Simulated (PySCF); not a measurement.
A PySCF script (with the pyscf-properties extension) for the NMR shieldings of `B[SiH2][Si](C)(C)NC`, C3H14BNSi2, on a GFN2-xTB geometry:

```python
import basis_set_exchange as bse
import numpy as np
from pyscf import gto, dft
from pyscf.prop import nmr

atoms = """
B     2.479477    1.157426   -1.016612
Si    1.929501    0.366283    0.658806
Si   -0.218419   -0.553202    0.312222
C    -0.362476   -1.237509   -1.467015
C    -0.657870   -1.929552    1.553689
N    -1.509823    0.595608    0.478188
C    -1.541132    1.828924   -0.272227
H     2.173552    2.251528   -1.307792
H     3.030047    0.534838   -1.843356
H     1.806859    1.299450    1.801946
H     2.791511   -0.691087    1.224794
H    -0.134008   -0.471925   -2.203780
H     0.333811   -2.055522   -1.626461
H    -1.361035   -1.609224   -1.677963
H    -0.538636   -1.592781    2.578238
H    -0.004077   -2.783611    1.414965
H    -1.680637   -2.271762    1.431004
H    -1.886128    0.728466    1.405740
H    -0.885379    2.598958    0.151417
H    -2.558715    2.222178   -0.305763
H    -1.215346    1.629457   -1.290510
"""
names = dict.fromkeys(["B", "Si", "C", "N", "H"], "pcSseg-1")
basis = {el: gto.basis.parse(bse.get_basis(n, elements=[el], fmt="nwchem")) for el, n in names.items()}
mol = gto.M(atom=atoms, basis=basis, charge=0, verbose=0)
mf = dft.RKS(mol, xc="PBE0")
mf.grids.level = 2
mf.grids.alignment = dft.numint.BLKSIZE   # the property module wants whole blocks of grid points
mf.conv_tol = 1e-9
mf.kernel()

calc = nmr.RKS(mf)   # GIAO
C = mf.mo_coeff
Co = C[:, mf.mo_occ > 0]
resp = mf.gen_response(singlet=True, hermi=2)
def vind(x):   # induced exchange potential for any number of trial vectors
    d = np.einsum("pi,xij,qj->xpq", C, 2 * x.reshape(-1, C.shape[1], Co.shape[1]), Co, optimize=True)
    return np.einsum("xpq,pi,qj->xij", resp(d - d.transpose(0, 2, 1)), C, Co, optimize=True).ravel()
mo1, _ = nmr.rhf.solve_mo1(calc, with_cphf=vind)
sigma = calc.kernel(mo1)
for i, s in enumerate(sigma):   # ppm
    print("%2d %-2s %9.2f" % (i, mol.atom_pure_symbol(i), np.trace(s) / 3))
```

Question: Give the expected output.

Answer: 
```
 0 B     -12.98
 1 Si    454.90
 2 Si    343.94
 3 C     181.01
 4 C     184.11
 5 N     233.18
 6 C     154.79
 7 H      20.95
 8 H      21.15
 9 H      27.97
10 H      27.99
11 H      31.79
12 H      31.69
13 H      31.64
14 H      31.41
15 H      31.59
16 H      31.33
17 H      31.74
18 H      28.85
19 H      28.84
20 H      29.49
```

These numbers come from an equivalent density-fitted implementation of the same equations, which agrees with the script to about 0.01 ppm for H and up to a few tenths of a ppm for heavy atoms, so last digits may differ.

Size and cost of the density-fitted run: 203 basis functions, 88 s wall time on 1 thread of an Arm Neoverse N1, shared host; peak memory 0.92 GiB.
